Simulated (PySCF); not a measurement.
C2H7BF2O.
Bonds: B1–O2, O2–C3, O2–C4, C4–F5, C4–F6. Hydrogens: H7, H8, H9 on B1; H10, H11, H12 on C3; H13 on C4.

Computed, not measured: PySCF, PBE0-D3(BJ)/def2-SVP geometry optimisation, gas phase.

Problem. What internal coordinates does the optimisation give?

Solution. 
```json
{"bond": "B1–O2", "length (bohr)": "3.250"}
{"bond": "O2–C3", "length (bohr)": "2.702"}
{"bond": "O2–C4", "length (bohr)": "2.631"}
{"bond": "C4–F5", "length (bohr)": "2.516"}
{"bond": "C4–F6", "length (bohr)": "2.489"}
{"bond": "B1–H7, B1–H8, B1–H9", "length (bohr)": "2.297"}
{"bond": "C3–H10, C3–H11, C3–H12", "length (bohr)": "2.074"}
{"bond": "C4–H13", "length (bohr)": "2.087"}
```

Bonds in one row agree within 0.02 bohr and their mean is given. A selection of angles:
```json
{"angle": "O2–B1–H7", "degrees": "102.9"}
{"angle": "O2–B1–H8", "degrees": "100.2"}
{"angle": "O2–B1–H9", "degrees": "102.3"}
{"angle": "H7–B1–H8", "degrees": "116.2"}
{"angle": "B1–O2–C3", "degrees": "112.8"}
{"angle": "B1–O2–C4", "degrees": "119.5"}
{"angle": "C3–O2–C4", "degrees": "114.8"}
{"angle": "O2–C3–H10", "degrees": "109.2"}
{"angle": "O2–C3–H12", "degrees": "105.8"}
{"angle": "H10–C3–H11", "degrees": "111.3"}
{"angle": "H10–C3–H12", "degrees": "110.4"}
{"angle": "O2–C4–F5", "degrees": "110.2"}
{"angle": "O2–C4–F6", "degrees": "108.3"}
{"angle": "O2–C4–H13", "degrees": "108.9"}
{"angle": "F5–C4–F6", "degrees": "109.4"}
{"angle": "F5–C4–H13", "degrees": "109.4"}
{"angle": "F6–C4–H13", "degrees": "110.6"}
```

Dihedral angles: B1–O2–C4–F5 -59° (synclinal). The mirror-image conformer, all signs reversed, is as good.

B1 (four-coordinate boron) is distorted tetrahedral (angles from 100.2° to 116.2°). O2 (oxygen bonded to B and 2 C) is pyramidal (angles 119.5°, 114.8° and 112.8°, sum 347.1°, 0.31 Å off the plane of its three neighbours). Of the pairs four or more bonds apart, H10···H13 is among the closest relative to their van der Waals radii: 2.24 Å, 93 % of the sum of Bondi's values. The 2 C–O bonds span 1.392 Å (O2–C4, drawn single) to 1.430 Å (O2–C3, drawn single), a spread of 0.038 Å.

Point group: C1 (no symmetry element, even within 0.4 Å). Stationary, but not proved a minimum. One conformer, not necessarily the lowest.
